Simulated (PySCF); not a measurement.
Vertical excitations of a molecule C₅H₆Si from TDDFT-PBE/def2-SVPD run with PySCF, as energy in eV (oscillator strength): 5.62 (0.006), 5.70 (0.001), 5.83 (0.002), 5.83 (0.022), 5.88 (0.006), 6.01 (0.009), 6.13 (0.027), 6.19 (0.009), 6.38 (0.014), 6.45 (0.002). Lowest triplet (TDA): 4.84 eV. Coordinates come from a B3LYP-D3(BJ)/def2-SVP optimisation. The values are those of a single conformer.

**Question.** Identify the compound among the candidates.
(A) C#CC1=CC[SiH2]1
(B) C#C[SiH](C)C#C
(C) C#CC[SiH2]C#C
(D) C#C[SiH2]C=C=C

**Answer.** B, C#C[SiH](C)C#C
